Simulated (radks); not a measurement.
The mean radii <r> (bohr) of the occupied orbitals of an atom or ion are listed with their occupations. All-electron calculation, scalar-relativistic Kohn-Sham, exchange-only LDA, spin-polarised, spherical densities, point nucleus. Program: a radial shooting solver on a logarithmic mesh with Libxc functionals.

| orbital | occ. | <r> |
|---|---|---|
| 1s up | 1 | 0.01900 |
| 1s down | 1 | 0.01900 |
| 2s up | 1 | 0.08035 |
| 2s down | 1 | 0.08035 |
| 2p up | 3 | 0.07168 |
| 2p down | 3 | 0.07168 |
| 3s up | 1 | 0.2064 |
| 3s down | 1 | 0.2064 |
| 3p up | 3 | 0.2055 |
| 3p down | 3 | 0.2055 |
| 3d up | 5 | 0.1853 |
| 3d down | 5 | 0.1853 |
| 4s up | 1 | 0.4190 |
| 4s down | 1 | 0.4190 |
| 4p up | 3 | 0.4304 |
| 4p down | 2 | 0.4305 |

Name the element and its charge. Open shells, if any, are filled with parallel spins first.

Answer. Z = 72, hafnium, charge +37: Hf37+ in [Ar] 3d10 4s2 4p5. The 1s radius gives Z: for a bare nucleus <r> = (2 gamma + 1)/(2Z) with gamma = sqrt(1 - (Z/c)^2), 0.01876 bohr for Z = 72, and screening makes it slightly larger (0.01900 here). The occupations add up to 35, and the charge is Z minus that.
